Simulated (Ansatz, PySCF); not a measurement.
System: N2H, charge 0, multiplicity 2. It need not be the lowest isomer of its formula. SMILES: [N][NH]
Coordinates optimised at B3LYP-D3(BJ)/def2-TZVP (Ansatz, a first-principles code):
```xyz
3

N     -0.0579    -0.0320    -0.5110
N     -0.0606    -0.0052     0.6555
H      0.8295     0.2602    -1.0114
```
Charge 0, spin multiplicity 2.

Wanted: vertical ionisation energy (to the singlet state of charge +1; each state is the SCF solution reached for its spin; the UHF <S^2> is 0.85 for the doublet (pure: 0.75); for the singlet the Hartree-Fock reference is unstable and T1 is 0.030), in eV. Valence correlation only, unless marked. Open shells are spin-unrestricted. No spin-orbit coupling. Non-relativistic. CBS(X,Y): correlation extrapolated as X^-3; Hartree-Fock from the larger set. [CCSD(T)-MP2]/basis is that difference in the basis named.

```csv
level,program,vertical ionisation energy (eV),minus last row
HF/aug-cc-pVDZ,Ansatz,9.41,0.26
HF/aug-cc-pVTZ,Ansatz,9.41,0.26
PBE/def2-TZVPD,Ansatz,9.37,0.22
wB97M-V/def2-TZVPD,Ansatz,9.33,0.18
wB97X-V/def2-TZVPD,Ansatz,9.46,0.31
MP2/aug-cc-pVQZ,Ansatz,8.67,-0.48
"MP2/CBS(aug-cc-pVTZ,aug-cc-pVQZ)",Ansatz,8.69,-0.46
RI-MP2/def2-TZVPPD,Ansatz,8.59,-0.56
"RI-MP2/CBS(aug-cc-pVTZ,aug-cc-pVQZ)",Ansatz,8.69,-0.46
SCS-MP2/def2-SVPD,Ansatz,8.48,-0.67
SCS-MP2/aug-cc-pVTZ,Ansatz,8.61,-0.54
SCS-MP2/def2-QZVPPD,Ansatz,8.62,-0.53
CCSD/aug-cc-pVQZ,Ansatz,9.23,0.08
CCSD/def2-QZVPPD,Ansatz,9.22,0.07
"CCSD/CBS(aug-cc-pVTZ,aug-cc-pVQZ)",Ansatz,9.26,0.11
CCSD(T)/def2-TZVPPD,Ansatz,9.03,-0.12
CCSD(T)/def2-QZVPPD,Ansatz,9.10,-0.05
"RI-MP2/CBS(def2-TZVPPD,def2-QZVPPD)+[CCSD(T)-MP2]/def2-SVPD",Ansatz,9.11,-0.04
"RI-MP2/CBS(def2-TZVPPD,def2-QZVPPD)+[CCSD(T)-MP2]/def2-QZVPPD",Ansatz,9.13,-0.02
"CCSD(T)/CBS(def2-TZVPPD,def2-QZVPPD)",Ansatz,9.14,-0.01
"CCSD(T)/CBS(aug-cc-pVTZ,aug-cc-pVQZ)",Ansatz,9.15,0.00
```

For comparison, minus the highest occupied orbital energy (PySCF): 10.61 eV at HF/def2-TZVPD, 6.87 eV at MN15/def2-TZVPD, 4.91 eV at TPSS/def2-TZVPD.
